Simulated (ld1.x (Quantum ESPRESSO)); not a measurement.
# PBE PAW dataset for vanadium (V), scalar-relativistic all-electron reference.

ld1.x (Quantum ESPRESSO) 7.5 was run on this input:

```
&input
   title='V', zed=23., rel=1, dft='PBE', iswitch=3,
   config='[Ar] 3d3 4s2 4p0',
   nld=3, rlderiv=1.80, eminld=-7.0, emaxld=5.0, deld=0.02
 /
 &inputp
   pseudotype=3, lpaw=.true., tm=.true., lloc=-1, rcloc=1.20,
   nlcc=.true., rcore=1.05,
   which_augfun='PSQ', rmatch_augfun=0.80,
   file_pseudopw='V.UPF', file_wfcaegen='ae.wfc', file_wfcncgen='nc.wfc', file_beta='beta', file_chi='chi', file_wfcusgen='us.wfc'
 /
6
3S  1  0   2.00   0.00  1.25  1.65  0.0
4S  2  0   2.00   0.00  1.25  1.65  0.0
3P  2  1   6.00   0.00  1.40  1.60  0.0
4P  3  1   0.00   0.00  1.40  1.60  0.0
3D  3  2   3.00   0.00  1.05  1.40  0.0
3D  3  2   0.00  -0.05  1.05  1.40  0.0
 &test
   configts(1)='3s2 3p6 3d3 4s2 4p0'
 /
```

Command:

```bash
ld1.x < V.in > V.out
```

Output (shortened: banner, matrices, multipoles, cross overlaps and the repeated all-electron block are left out):

```
[... start of the log left out ...]
     s(4S/4S) =  1.000000  <r> =   3.3503  <r2> =   12.9900  r(max) =   2.7580
     s(4P/4P) =  1.000000  <r> =   4.7239  <r2> =   26.4989  r(max) =   3.6310

     ------------------------ End of All-electron run ------------------------

     --------------------- Generating PAW atomic setup --------------------

      Generating local potential from pseudized AE potential:
      Matching radius rcloc =   1.2000

      Local pseudo, rcloc= 1.209 Estimated cut-off energy=    16.90 Ry

      Computing core charge for nlcc:

       r > 1.05 : true rho core
       r < 1.05 : rho core = a sin(br)/r    a=   0.06  b=   2.76

      Integrated core pseudo-charge :   0.02
      Wfc-us  3S rcutus= 1.632  Estimated cut-off energy=    20.53 Ry
      Wfc-us  4S rcutus= 1.632  Estimated cut-off energy=    42.17 Ry
      Wfc-us  3P rcutus= 1.591  Estimated cut-off energy=    33.02 Ry
      Wfc-us  4P rcutus= 1.591  Estimated cut-off energy=    60.80 Ry
      Wfc-us  3D rcutus= 1.404  Estimated cut-off energy=    57.76 Ry
      Wfc-us  3D rcutus= 1.404  Estimated cut-off energy=    59.16 Ry

     Required augmentation: PSQ   radius:    0.800000

     Q pseudized with Bessel functions
     Expected ecutrho=     589.9797 due to l1=  2   l2=  2

 %%%%%%%%%%%%%%%%%%%%%%%%%%%%%%%%%%%%%%%%%%%%%%%%%%%%%%%%%%%%%%%%%%%%%%%%%%%%%%
     Error in routine new_paw_hamiltonian (1):
     negative rho
 %%%%%%%%%%%%%%%%%%%%%%%%%%%%%%%%%%%%%%%%%%%%%%%%%%%%%%%%%%%%%%%%%%%%%%%%%%%%%%

     stopping ...
```

The run stopped because the spherical valence density built from the smooth waves and the augmentation charge turned negative at some radius.

The run took about 0.13 s on one core of a shared server CPU.
